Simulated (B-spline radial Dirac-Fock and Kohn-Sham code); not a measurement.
## Co²⁺: eigenvalues, ΔSCF and the reference

System: Co²⁺, [Ar] 3d7.

The density-functional columns are spherical, spin-unpolarised Dirac-Kohn-Sham results without Breit or QED terms: −ε is minus the orbital energy of the initial state and ΔSCF the difference of two total energies. The reference in the last column comes from relaxed Dirac-Fock hole states (ΔSCF) with Breit and QED corrections and a finite nucleus. All numbers are from a radial atomic solver, in eV; a selection of levels is shown. For the 1s level of heavy atoms much of the gap between ΔSCF and the reference is the Breit and QED part, -12.8 eV here; for other levels the error of the functional can be larger.

```
level  LDA −ε  LDA ΔSCF  PBE −ε  PBE ΔSCF  Dirac-Fock
    K  7594.3    7756.8  7610.6    7773.6      7743.8
   L1   915.7     941.6   917.5     943.3       963.6
   L2   798.0     829.3   798.4     829.8       829.6
   L3   783.2     814.0   783.6     814.4       815.1
   M1   121.0     131.1   121.5     131.5       140.0
   M2   85.93     95.79   85.95     95.82       98.44
   M3   84.07     93.88   84.11     93.92       96.62
 M4,5   27.40     36.20   27.06     35.87       33.13
```

**Question.** Order the estimates of the K (1s) level by their distance from the Dirac-Fock value, nearest first.
A. LDA −ε
B. LDA ΔSCF
C. PBE ΔSCF
D. PBE −ε

**Answer.** B (13.0 eV), C (29.8 eV), D (133.2 eV), A (149.5 eV).

Values without a named source are computed, but for edge energies of neutral atoms, which are taken from tables.
